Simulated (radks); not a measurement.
Initial-state core-level shifts of the lead ion Pb3+ when its valence configuration changes from [Xe] 4f14 5d10 6s1. Method: scalar-relativistic Kohn-Sham, r2SCAN, spin-unpolarised, spherical densities, finite nucleus; meta-GGA in the generalised Kohn-Sham scheme; Fermi nuclear charge, rms radius 5.5012 fm; computed with a radial shooting solver on a logarithmic mesh with Libxc functionals. Shifts are changes of the shell-averaged eigenvalues in eV (positive: less bound); the change of the density at the nucleus, which sets a Mossbauer isomer shift, is in e/bohr^3, on a base of 2.954e+06.

valence                     3p       4p       4d       5p  density at nucleus
4f13 5d10 6s2          -23.312  -19.406  -18.813   -7.959              +611.6
4f14 5d10 6p1           -1.771   -1.775   -1.772   -1.757              -341.7
4f12 5d10 6s2 6p1      -49.328  -41.094  -39.898  -17.797              +901.8
4f14 5d10 6s0.5 6p0.5   -0.891   -0.893   -0.891   -0.884              -170.7
4f12.5 5d9.5 6s2 6p1   -39.828  -33.734  -32.836  -15.898              +792.0
4f13.5 5d10 6s1.5      -11.535   -9.634   -9.338   -3.957              +298.4
4f14 5d9 6p2            -8.607   -8.503   -8.496   -7.616              -312.4
4f13 5d10 6s1 6p1      -25.075  -21.169  -20.573   -9.694              +249.2
4f14 5d8 6s2 6p1       -12.125  -11.894  -11.886  -10.124              +469.9
